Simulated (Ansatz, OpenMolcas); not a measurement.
# C3H9Sb (trimethylantimony): methods side by side

The species is C3H9Sb (13 atoms), meant as a singlet with charge 0. As SMILES, `C[Sb](C)C`. The shape is that of a PBE0-D4/def2-TZVP optimisation.

Each level gives the electronic atomisation energy (eV). The values are calculated. Electronic energies at fixed atoms, without zero-point motion or spin-orbit coupling.

```
                             level                    kind     program  value (eV)
      HF/def2-SVP (core potential)            Hartree–Fock      Ansatz       35.16
   SVWN5/def2-SVP (core potential)                     LDA  OpenMolcas       53.54
  revPBE/def2-SVP (core potential)                     GGA      Ansatz       46.28
   M06-L/def2-SVP (core potential)                meta-GGA  OpenMolcas       47.63
 r2SCAN0/def2-SVP (core potential)         hybrid meta-GGA      Ansatz       46.83
   HSE06/def2-SVP (core potential)  range-separated hybrid      Ansatz       47.29
 wB97M-V/def2-SVP (core potential)  range-separated hybrid      Ansatz       47.77
  B2PLYP/def2-SVP (core potential)           double hybrid      Ansatz       46.33
RPA@PBE0/def2-SVP (core potential)                     RPA      Ansatz       44.03
     MP2/def2-SVP (core potential)     perturbation theory      Ansatz       44.70
```

The values span 35.16 to 53.54 eV. In the correlated wave-function rows the outer d shell of Sb is correlated, in sets not made for it.
